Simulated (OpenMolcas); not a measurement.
A calculation on Sn+.

| Item | Value |
| --- | --- |
| Program | OpenMolcas |
| Method | RASSCF |
| Basis | ANO-RCC-VQZP [8s7p5d3f2g] |
| Scalar Hamiltonian | DKH2, point nucleus |
| Active space | 3 electrons in 9 orbitals (RAS2 5s 5p; RAS3 5d, at most 2 electrons) |
| State averaging | 2S+1 = 4 odd, 1 root; 2S+1 = 2 odd, 8 roots; 2S+1 = 4 even, 3 roots; 2S+1 = 2 even, 9 roots |
| Spin-orbit coupling | state interaction with AMFI integrals over the reference wave functions, term energies averaged over their components |

(1) Which level of the active space comes out lowest?

(2) How high does 5s 5p2 4P 5/2 lie?

(3) How high does 5s 5p2 2D 5/2 lie?

(4) How high does 5s2 5p 2P* 3/2 lie?

(5) The level at 76437 cm-1 has J = 1/2. What is it made of, and what is its g factor?

Measured values: NIST Handbook of Basic Atomic Spectroscopic Data.

Answers

(1) 5s2 5p 2P* 1/2, with 100 % of that term; it is also the measured ground level.

(2) 42942 cm-1 above the lowest level; measured 50730 cm-1 above the ground level, so the calculation is off by -15 %.

(3) 56126 cm-1 above the lowest level; measured 59463 cm-1 above the ground level, so the calculation is off by -6 %.

(4) 3748 cm-1 above the lowest level; measured 4251 cm-1 above the ground level, so the calculation is off by -12 %.

(5) 89 % 5s 5p2 2S 1/2, 11 % 5s 5p2 2P; g = 1.864, against 2.002 from Landé's formula for the pure leading term.

The run also gave levels led by 5s 5p 5d, which use shells meant for correlation; these and all levels above them are left out. Some terms mix strongly with configurations of 5d, whose occupation reaches 0.31 (5s 5p2 2D). Computed and measured levels are paired by configuration, term and J; levels that our copy of the source lacks, or whose pairing is in doubt (as where it misses far off the trend of its configuration), stay unpaired and out of the deviations. Levels of configurations outside the active space are missing.

* marks odd parity.
